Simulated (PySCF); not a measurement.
A structure optimised at PBE-D3(BJ)/def2-SVP, used in a PySCF frequency run:

```
Ge
N 1 1.8455
H 2 1.0248 1 113.53
H 2 1.0248 3 109.66 1 -128.16
N 1 1.8662 2 105.19 3 -126.90
H 5 1.0273 1 113.55 2 74.82
H 5 1.0274 6 107.18 1 -125.34
N 1 1.8662 2 105.19 3 0.77
H 8 1.0273 1 113.55 2 -74.82
H 8 1.0274 9 107.18 1 125.34
C 1 1.9538 2 112.95 3 116.93
H 11 1.1069 1 109.61 2 59.59
H 11 1.1069 12 108.66 1 119.76
H 11 1.1084 12 108.71 13 118.15
```

Problem. Write its SMILES, formula and point group.

Solution. [CH3][Ge]([NH2])([NH2])[NH2], CH₉GeN₃, Cs

Problem. What are its rotational constants (standard atomic weights)?

Solution. 3.1942, 3.1856, 2.8433 GHz
